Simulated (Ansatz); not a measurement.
Ge nanocrystals, cubic, H-capped: binding per atom (eV) at several levels, gas phase, relaxed structures; Ansatz. Binding counts from free atoms in the multiplicity of their measured ground term, without zero-point energy. A dash marks a value that wasn't run or was left out as unsound. The structures are stationary points that may keep the symmetry of their start.

```csv
species,state,geometry,PBE-D4/def2-SVP,PBE-D4/def2-TZVP,r2SCAN-D4/def2-TZVP,PBE0-D4/def2-SVP,PBE0-D4/def2-TZVP
"Ge6H12, rod",singlet,PBE0-D4/def2-SVP,2.73,2.73,2.78,2.74,2.74
Ge10H16,singlet,PBE-D4/def2-SVP,2.83,2.83,2.88,2.84,2.84
Ge13H20,singlet,PBE-D4/def2-SVP,2.86,2.85,2.90,2.86,2.86
"Ge14H24, disc",singlet,r2SCAN-D4/def2-SVP,2.80,2.81,2.85,2.81,2.81
Ge17H24,singlet,r2SCAN-D4/def2-SVP,2.90,2.90,2.94,2.90,2.90
"Ge19H28, rod",singlet,PBE-D4/def2-SVP,2.88,2.88,2.92,2.88,2.88
Ge20H28,singlet,PBE-D4/def2-SVP,2.91,2.91,2.95,2.91,2.91
Ge22H28,singlet,r2SCAN-D4/def2-SVP,2.95,2.95,2.99,2.96,2.96
Ge23H32,singlet,PBE-D4/def2-SVP,2.92,2.91,–,2.92,2.92
Ge24H32,singlet,r2SCAN-D4/def2-SVP,2.93,2.93,–,2.94,2.94
```

**Question.** Estimate the rows for Ge9H16 (singlet, r2SCAN-D4/def2-SVP geometry); Ge14H20 (singlet, PBE-D4/def2-SVP geometry); Ge19H28 (singlet, PBE-D4/def2-SVP geometry); Ge20H30 (singlet, PBE-D4/def2-SVP geometry).

**Answer.** 
| species | state | geometry | PBE-D4/def2-SVP | PBE-D4/def2-TZVP | r2SCAN-D4/def2-TZVP | PBE0-D4/def2-SVP | PBE0-D4/def2-TZVP |
| --- | --- | --- | --- | --- | --- | --- | --- |
| Ge9H16 | singlet | r2SCAN-D4/def2-SVP | 2.78 | 2.78 | 2.83 | 2.79 | 2.79 |
| Ge14H20 | singlet | PBE-D4/def2-SVP | 2.89 | 2.89 | 2.93 | 2.89 | 2.89 |
| Ge19H28 | singlet | PBE-D4/def2-SVP | 2.88 | 2.88 | 2.92 | 2.89 | 2.88 |
| Ge20H30 | singlet | PBE-D4/def2-SVP | 2.87 | 2.87 | 2.91 | 2.88 | 2.87 |
